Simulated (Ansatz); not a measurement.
Reaction: BNH2 (SMILES B=N) → BNH (SMILES [B]=N, doublet) + H (doublet) (the B-H bond breaks)
Each species at its own B3LYP-D3(BJ)/def2-TZVP minimum (Ansatz, a quantum-chemistry and plane-wave program).

Property: bond dissociation energy (electronic), in kcal/mol. Open shells are spin-unrestricted; no spin-orbit coupling. CBS(X,Y): correlation extrapolated as X^-3, Hartree-Fock from the larger set (Q,5: extrapolated as (X+1)exp(-9√X)). A bracket is a step between two methods taken in the basis named. Functionals run without relativity, which enters their misses. Double hybrids freeze cores in their MP2 part. 'core' is core correlation in cc-pwCVTZ, 'X2C' scalar relativity in cc-pVTZ-DK, both at CCSD(T). For partners of very few electrons the exact lower level stands in for a higher one. The UHF reference of HBN ([B]=N, doublet) is spin-contaminated (<S^2> up to 0.10 over the pure value in the sets run).

CCSD(T)/CBS(cc-pVQZ,cc-pV5Z) + [CCSDT(Q) - CCSD(T)]/cc-pVQZ + [CCSDTQ - CCSDT(Q)]/cc-pVDZ + core + X2C (Ansatz) gives 117.0 kcal/mol.

Question: What does PBE/def2-TZVPD (Ansatz) give here, and how do the other levels compare?

Answer: PBE gives 113.8 kcal/mol, 3.2 kcal/mol below it. Differences of the others: PBE0/def2-TZVPD (Ansatz) -3.2; wB97M-V/def2-TZVPD (Ansatz) 2.4; B2PLYP/def2-TZVPD (Ansatz) -0.4; CCSD(T)/CBS(cc-pVQZ,cc-pV5Z) + core + X2C (Ansatz) 0.2 kcal/mol.
